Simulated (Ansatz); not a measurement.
M(NH3)Cl with several metals: vertical IE (eV) at several levels, gas phase, relaxed structures; Ansatz. Core potentials for Ag, Au in the def2 sets, no spin–orbit coupling. Names give formal oxidation states. The structures are stationary points that may keep the symmetry of their start. Remarks come from the PBE and PBE0 runs and from stability tests at other levels; not every state was tested. HOMO above LUMO (over both spins in singlets and doublets, within one spin in higher multiplets; at PBE or PBE0), or a gap under 0.15 eV within one spin, warns that the state may not be the lowest or that an electron is smeared out.

| species | state | geometry | PBE-D4/def2-TZVP | r2SCAN-D4/def2-TZVP | remarks |
| --- | --- | --- | --- | --- | --- |
| Au(NH3)Cl (AuNClH3) | singlet to doublet | PBE0-D4/def2-TZVP | 9.05 | 9.12 | gap within one spin near zero at PBE or PBE0 (+1 doublet) |
| Cu(NH3)Cl (CuNClH3) | singlet to doublet | B3LYP-D4/def2-TZVP | 8.71 | 8.73 | gap within one spin near zero at PBE or PBE0 (+1 doublet) |
| Ag(NH3)Cl (AgNClH3) | singlet to doublet | PBE-D4/def2-TZVP | 9.03 | 9.10 | gap within one spin near zero at PBE or PBE0 (+1 doublet) |

**Question.** Estimate the column for PBE0-D4/def2-TZVP.

**Answer.** Au(NH3)Cl (AuNClH3) 9.19; Cu(NH3)Cl (CuNClH3) 8.87; Ag(NH3)Cl (AgNClH3) 9.14.

Over the 3 species that have every level, the mean is 8.93 at PBE-D4/def2-TZVP, 8.98 at r2SCAN-D4/def2-TZVP, 9.07 at PBE0-D4/def2-TZVP.
